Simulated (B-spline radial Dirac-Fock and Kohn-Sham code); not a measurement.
## Binding energies of Mg at several levels of theory

System: the Mg atom in the configuration [Ne] 3s2.

The density-functional columns are spherical, spin-unpolarised Dirac-Kohn-Sham results without Breit or QED terms: −ε is minus the orbital energy of the initial state and ΔSCF the difference of two total energies, and "half-occupied" is minus the orbital energy with half an electron removed (Slater transition state). The reference in the last column comes from Dirac-Fock (average of configuration) total-energy differences with a finite nucleus, the Breit interaction including its frequency dependence, and self-energy and vacuum-polarisation corrections. All numbers are from a radial finite-basis atomic code, in eV; a selection of levels is shown.

```csv
level,LDA −ε,LDA ΔSCF,LDA half-occupied,PBE ΔSCF,Dirac-Fock
K,1253.4,1315.9,1315.8,1322.4,1310.8
L1,79.30,90.93,90.79,91.47,97.82
L2,46.92,58.88,58.69,58.75,56.57
L3,46.63,58.56,58.38,58.44,56.30
M1,4.78,8.07,8.02,7.96,6.62
```

Task: Order the estimates of the K (1s) level by their distance from the Dirac-Fock value, nearest first.
A. PBE ΔSCF
B. LDA −ε
C. LDA half-occupied
D. LDA ΔSCF

Result: C (4.9 eV), D (5.1 eV), A (11.6 eV), B (57.5 eV).

For the outermost level NIST gives 7.646236 eV (measured); the differences from it are LDA −ε -2.87, LDA ΔSCF +0.42, LDA half-occupied +0.38, PBE ΔSCF +0.31, Dirac-Fock -1.03 eV.

Values without a named source are computed, but for edge energies of neutral atoms, which are taken from tables.
